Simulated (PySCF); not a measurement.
Species: C₄H₈F₂Si.
Numbering: `[F:1][C@@H:2]1[CH2:3][SiH2:4][C@@H:5]([F:6])[CH2:7]1` (hydrogens: H8 on C2; H9, H10 on C3; H11, H12 on Si4; H13 on C5; H14, H15 on C7)

The same species was optimised twice, with GFN2-xTB and with PBE0-D3(BJ)/def2-SVP (PySCF), and the same property calculations (PySCF, gas phase) were run on both structures.

| coordinate | GFN2-xTB | PBE0-D3(BJ)/def2-SVP | change |
| --- | --- | --- | --- |
| F1–C2 (Å) | 1.383 | 1.376 | -0.007 |
| C3–Si4 (Å) | 1.904 | 1.899 | -0.005 |
| C5–C7 (Å) | 1.522 | 1.518 | -0.004 |
| Si4–C5 (Å) | 1.930 | 1.927 | -0.003 |
| C2–C7 (Å) | 1.527 | 1.526 | -0.001 |
| C2–C3 (Å) | 1.526 | 1.526 | 0.000 |
| C5–F6 (Å) | 1.394 | 1.394 | 0.000 |
| Si4–C5–C7 (°) | 105.3 | 102.7 | -2.6 |
| C3–Si4–C5 (°) | 92.7 | 94.2 | +1.5 |
| F1–C2–C3 (°) | 110.2 | 111.5 | +1.3 |
| C2–C3–Si4 (°) | 104.8 | 104.0 | -0.8 |
| C2–C7–C5 (°) | 107.7 | 108.3 | +0.6 |
| Si4–C5–F6 (°) | 108.6 | 108.1 | -0.5 |
| C3–C2–C7 (°) | 109.1 | 108.8 | -0.3 |
| F6–C5–C7 (°) | 109.0 | 108.8 | -0.2 |

Rotational constants: A = 3082, B = 1760, C = 1283 MHz (GFN2-xTB) against A = 3067, B = 1781, C = 1306 MHz (PBE0-D3(BJ)/def2-SVP). Point groups within 0.08 Å: C1 and C1.

On the GFN2-xTB structure: isotropic polarisability (au) 71.6 [CAM-B3LYP/def2-SVPD]; HOMO (eV) -9.76 [CAM-B3LYP/def2-SVPD]; LUMO (eV) 1.04 [CAM-B3LYP/def2-SVPD]; dipole (D) 2.00 [CAM-B3LYP/def2-SVPD]; HOMO (eV) -8.28 [PBE0/pcSseg-1]; LUMO (eV) 0.40 [PBE0/pcSseg-1]; dipole (D) 1.87 [PBE0/pcSseg-1]; GIAO shielding of F1 (ppm) 372.3 [PBE0/pcSseg-1]; GIAO shielding of C2 (ppm) 89.1 [PBE0/pcSseg-1]; GIAO shielding of C3 (ppm) 169.4 [PBE0/pcSseg-1]; GIAO shielding of Si4 (ppm) 380.7 [PBE0/pcSseg-1]; GIAO shielding of C5 (ppm) 97.4 [PBE0/pcSseg-1]; GIAO shielding of F6 (ppm) 407.3 [PBE0/pcSseg-1]; GIAO shielding of C7 (ppm) 140.3 [PBE0/pcSseg-1].

**Question.** What do these properties become on the PBE0-D3(BJ)/def2-SVP structure?

**Answer.** 
```json
{"property": "isotropic polarisability (au)", "level": "CAM-B3LYP/def2-SVPD", "on GFN2-xTB": "71.6", "on PBE0-D3(BJ)/def2-SVP": "72.6", "change": "+1.0"}
{"property": "HOMO (eV)", "level": "CAM-B3LYP/def2-SVPD", "on GFN2-xTB": "-9.76", "on PBE0-D3(BJ)/def2-SVP": "-9.81", "change": "-0.05"}
{"property": "LUMO (eV)", "level": "CAM-B3LYP/def2-SVPD", "on GFN2-xTB": "1.04", "on PBE0-D3(BJ)/def2-SVP": "1.08", "change": "+0.04"}
{"property": "dipole (D)", "level": "CAM-B3LYP/def2-SVPD", "on GFN2-xTB": "2.00", "on PBE0-D3(BJ)/def2-SVP": "1.90", "change": "-0.10"}
{"property": "energy, GFN2-xTB geometry as zero (kcal/mol)", "level": "CAM-B3LYP/def2-SVPD", "on GFN2-xTB": "0.0", "on PBE0-D3(BJ)/def2-SVP": "-0.7", "change": "-0.7"}
{"property": "HOMO (eV)", "level": "PBE0/pcSseg-1", "on GFN2-xTB": "-8.28", "on PBE0-D3(BJ)/def2-SVP": "-8.34", "change": "-0.06"}
{"property": "LUMO (eV)", "level": "PBE0/pcSseg-1", "on GFN2-xTB": "0.40", "on PBE0-D3(BJ)/def2-SVP": "0.49", "change": "+0.09"}
{"property": "dipole (D)", "level": "PBE0/pcSseg-1", "on GFN2-xTB": "1.87", "on PBE0-D3(BJ)/def2-SVP": "1.77", "change": "-0.10"}
{"property": "energy, GFN2-xTB geometry as zero (kcal/mol)", "level": "PBE0/pcSseg-1", "on GFN2-xTB": "0.0", "on PBE0-D3(BJ)/def2-SVP": "-0.9", "change": "-0.9"}
{"property": "GIAO shielding of F1 (ppm)", "level": "PBE0/pcSseg-1", "on GFN2-xTB": "372.3", "on PBE0-D3(BJ)/def2-SVP": "376.0", "change": "+3.7"}
{"property": "GIAO shielding of C2 (ppm)", "level": "PBE0/pcSseg-1", "on GFN2-xTB": "89.1", "on PBE0-D3(BJ)/def2-SVP": "90.8", "change": "+1.7"}
{"property": "GIAO shielding of C3 (ppm)", "level": "PBE0/pcSseg-1", "on GFN2-xTB": "169.4", "on PBE0-D3(BJ)/def2-SVP": "169.5", "change": "+0.1"}
{"property": "GIAO shielding of Si4 (ppm)", "level": "PBE0/pcSseg-1", "on GFN2-xTB": "380.7", "on PBE0-D3(BJ)/def2-SVP": "377.7", "change": "-3.0"}
{"property": "GIAO shielding of C5 (ppm)", "level": "PBE0/pcSseg-1", "on GFN2-xTB": "97.4", "on PBE0-D3(BJ)/def2-SVP": "98.3", "change": "+0.9"}
{"property": "GIAO shielding of F6 (ppm)", "level": "PBE0/pcSseg-1", "on GFN2-xTB": "407.3", "on PBE0-D3(BJ)/def2-SVP": "410.1", "change": "+2.8"}
{"property": "GIAO shielding of C7 (ppm)", "level": "PBE0/pcSseg-1", "on GFN2-xTB": "140.3", "on PBE0-D3(BJ)/def2-SVP": "139.4", "change": "-0.9"}
```

The heavy atoms differ by 0.043 Å rms after alignment. Among bonds between heavy atoms F1–C2 changes most (-0.007 Å). Changes are differences of the printed values. Neither structure is proved a minimum here.
